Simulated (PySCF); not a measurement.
# La(2+): excitation energy

La(2+) [Xe] 5d1 (2D) → La(2+) [Xe] 6p1 (2P), as a difference of total energies. Calculation: PySCF 2.14, in x2c-QZVPPall; scalar relativity by spin-free X2C-1e. The calculations carry no spin-orbit coupling.

```json
{"method": "UHF", "excitation energy (eV)": "5.040"}
{"method": "B3LYP", "excitation energy (eV)": "5.146"}
{"method": "TPSS", "excitation energy (eV)": "5.254"}
```

The basis was made for the ground configuration and has no added diffuse functions, so the excitation energy can come out too high.
